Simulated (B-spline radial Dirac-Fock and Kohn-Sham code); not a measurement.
Relativistic shifts of the levels of Se

System: neutral selenium, configuration 1s2 2s2 2p6 3s2 3p6 3d10 4s2 4p4.

Both columns are ΔSCF binding energies of the configuration average from a radial atomic solver: non-relativistic Hartree-Fock with a point nucleus, and Dirac-Fock with a finite nucleus and the Coulomb interaction alone, averaged over the two j levels with weights 2j+1.

```
shell  Hartree-Fock (eV)  Dirac-Fock (eV)  shift (eV)  shift (%)
   1s            12489.3          12692.0     +202.68      +1.62
   2s             1624.5           1670.1      +45.61      +2.81
   3s              234.8            242.4       +7.54      +3.21
   3d              63.88            62.38       -1.50      -2.35
   4s              21.81            22.39       +0.58      +2.66
   4p               9.94             9.91       -0.03      -0.33
```

Relativity binds 1s, 2s, 3s, 4s more strongly, among those listed most of all 3s in relative terms, and 3d, 4p more weakly.

Values without a named source are computed, but for edge energies of neutral atoms, which are taken from tables.
